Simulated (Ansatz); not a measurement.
CH₄OSSi, SMILES `O=C([SiH3])S`. The species carries charge 0 and has multiplicity 1.

Cartesian coordinates in Å:
```
O -0.463 -1.014 -1.441
C -0.107 -0.641 -0.356
Si 0.003 1.233 0.078
S 0.355 -1.754 0.962
H 0.467 1.405 1.477
H 0.960 1.846 -0.874
H -1.353 1.803 -0.102
H 0.138 -2.878 0.253
```

(1) List the harmonic frequencies (cm⁻¹, unscaled) at PBE0-D4/def2-TZVP in Ansatz. (Estimate.)

(2) Is this a minimum?

(3) Give the ideal-gas thermochemistry at 298.15 K and 1 bar (rigid rotor, harmonic oscillator; point group Cs, symmetry number 1).

(4) And at 400, 500, 600, 800 and 1000 K?

(5) Rotational constants (cm⁻¹)?

Answers

(1) The calculation gave: 70, 174, 332, 360, 463, 482, 583, 674, 780, 883, 933, 934, 988, 1756, 2240, 2257, 2261, 2685.

(2) Yes, all 18 modes are real.

(3) Zero-point energy 112.8 kJ/mol; H(298) − E = 131.1 kJ/mol; entropy 325.4 J/(mol·K), of which translation 165.3, rotation 110.2, vibration 49.9; G(298) − E = 34.0 kJ/mol. Modes under 100 cm⁻¹ are hindered rotations or soft bends, so the harmonic entropy is rough.

(4) 
```csv
T (K),H − E (kJ/mol),S (J/mol/K),G − E (kJ/mol)
400,141.3,354.9,-0.6
500,152.7,380.3,-37.4
600,165.2,403.0,-76.6
800,192.4,442.1,-161.2
1000,222.0,475.0,-253.0
```

(5) 0.2378, 0.09963, 0.07201.
